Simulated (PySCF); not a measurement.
This script is equivalent to a calculation on S⁺ (sulfur, charge +1).

```python
from pyscf import gto, scf, dft, mp, cc
import basis_set_exchange as bse
mol = gto.M(atom="S 0 0 0", charge=1, spin=3, symmetry="D2h",
            basis=gto.basis.parse(bse.get_basis("Sapporo-DZP-2012", elements=["S"], fmt="nwchem", header=False)),
            nucmod="G")
mf = dft.UKS(mol, xc="TPSS").sfx2c1e()
mf.irrep_nelec = {'Ag': (3, 3), 'B1u': (2, 1), 'B2u': (2, 1), 'B3u': (2, 1)}
mf.kernel()
```

Problem. What total energy does it give?

Solution. -398.684 hartree (calculated).

Problem. Which occupied shell lies highest, and where?

Solution. 3p α, at -18.137 eV.

Problem. What is ⟨S²⟩, and what would a pure spin state give?

Solution. 3.751, against 3.75.
